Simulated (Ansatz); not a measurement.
Reaction (formal exchange of groups at the Si–Si bond): `[SiH3][SiH]1C[Se]1` + `N[CH2][GeH3]` → `N[CH]([SiH3])[GeH3]` + `C1[SiH2][Se]1`

Computed with Ansatz on PBE0-D4/def2-TZVP structures; ΔE is electronic, products minus reactants. CCSD(T)/CBS adds triple-zeta CCSD(T) − MP2 to the extrapolated MP2 energy (def2 sets, frozen cores). DFT in def2-TZVPP. For Ge, Se outer-core shells are correlated without core-valence functions, which leaves a few kJ/mol of doubt a bond. Scalar relativity is left out up to krypton. One conformer a species, not always the lowest.

`[SiH3][SiH]1C[Se]1`:

Z-matrix (Å, degrees):
```
Si
Si 1 2.326
H 1 1.486 2 109.9
H 1 1.485 2 107.5 3 119.5
H 1 1.489 2 111.2 3 -120.5
C 2 1.848 1 118.4 3 -142.3
Se 2 2.239 1 116.0 3 -76.4
H 2 1.484 1 117.7 3 69.2
H 6 1.085 2 119.3 1 -150.3
H 6 1.085 2 120.1 1 -0.7
```

`N[CH2][GeH3]`:

```xyz
10

N     1.427    0.419    0.384
C     0.369   -0.576    0.298
Ge   -1.292    0.268   -0.329
H     1.649    0.791   -0.531
H     2.279    0.014    0.754
H     0.590   -1.442   -0.343
H     0.166   -0.966    1.299
H    -1.007    1.013   -1.649
H    -1.812    1.277    0.707
H    -2.370   -0.799   -0.591
```

`N[CH]([SiH3])[GeH3]`:

Z-matrix (Å, degrees):
```
C
Si 1 1.879
Ge 1 1.971 2 110.1
N 1 1.460 2 109.6 3 119.3
H 1 1.103 2 107.7 3 -115.3
H 2 1.488 1 109.7 3 67.4
H 2 1.486 1 111.1 3 -53.6
H 2 1.491 1 109.4 3 -173.4
H 3 1.536 1 110.7 2 52.6
H 3 1.539 1 110.3 2 -69.1
H 3 1.542 1 107.9 2 171.9
H 4 1.013 1 111.9 2 179.2
H 4 1.013 1 111.6 2 58.7
```

`C1[SiH2][Se]1`:

Z-matrix (Å, degrees):
```
C
Se 1 2.020
Si 1 1.839 2 70.2
H 1 1.085 2 112.0 3 115.4
H 1 1.085 2 112.0 3 -115.4
H 3 1.479 1 118.7 2 -108.0
H 3 1.479 1 118.7 2 108.0
```

```tsv
level	ΔE (kJ/mol)	difference from CCSD(T)/CBS
r2SCAN-D4	20.5	6.1
ωB97X-V	16.1	1.7
ωB97M-V	10.4	-4.0
B2PLYP	17.1	2.7
r2SCAN	20.9	6.5
CCSD/def2-TZVPP	15.0	0.6
MP2/def2-QZVPP	9.8	-4.6
SCS-MP2/def2-QZVPP	10.3	-4.1
MP2/CBS(def2)	9.6	-4.8
CCSD/CBS(def2)	14.3	-0.1
CCSD(T)/CBS	14.4	0
```

Largest T1 diagnostic among the species: 0.012.

The D4 term adds −3.1 kJ/mol with B3LYP and −1.5 kJ/mol with PBE0; it sums over pairs of atoms, weighted by their polarisabilities, and B3LYP, whose exchange is more repulsive, gets the larger term.

B3LYP here is the variant with VWN-RPA as its local correlation; programs differ in this.
